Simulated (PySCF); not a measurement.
C7H15P.
Bonds: C1–C2, C2–C3, C2–C4, C2–C5, C5–P6, P6–C7, C7–C8, P6–C8. Hydrogens: H9, H10, H11 on C1; H12, H13, H14 on C3; H15, H16, H17 on C4; H18, H19 on C5; H20, H21 on C7; H22, H23 on C8.

Definitions: NICS(0) = −σiso at the ring centroid; NICS(1) = −σiso and NICS(1)zz = −σzz at ±1 Å along the ring normal z. Level: GIAO PBE0/pcSseg-1 (PySCF, non-relativistic, gas phase) on the GFN2-xTB geometry, one conformer.

Ring bond lengths (Å), with Mayer bond orders in brackets: P6–C7 1.842 (0.93), C7–C8 1.505 (0.97), C8–P6 1.843 (0.93).

Problem. Give the NICS values of each ring in ppm.

Solution. 
| ring | type | NICS(0) | NICS(1), two faces | NICS(1)zz, two faces | rms pucker (Å) | centre to ring atoms, mean (Å) |
| --- | --- | --- | --- | --- | --- | --- |
| P6–C7–C8 | 3-membered ring with P; formal bonds all single | -39.1 | -9.8 / -9.6 | -23.0 / -25.5 | 0.00 | 1.00 |

Problem. What do they say, and how far can they be read as aromaticity?

Solution. 
- P6–C7–C8: mean NICS(1)zz -24.3 ppm, shielded. C7, C8 have four or more neighbours; no verdict on aromaticity is drawn. NICS(0) lies 29 ppm below the mean NICS(1).

Problem. What are the shieldings of the ring atoms and their hydrogens in the same run (means over atoms taken as equivalent)?

Solution. 
```csv
atoms,environment,σ isotropic (ppm)
P6,phosphine phosphorus,590.7
C7 (×2),sp3 carbon bound to phosphorus,177.5
H20 (×4),methylene hydrogen,31.00
```

The run took 73 s on one thread, x86-64 server, on a shared host. This is the whole shielding run at PBE0/pcSseg-1, SCF included.

Conformer computed: `[CH3:1][C:2]([CH3:3])([CH3:4])[CH2:5][P:6]1[CH2:7][CH2:8]1`: C1–C2–C5–P6 -61°, C2–C5–P6–C7 -158°.
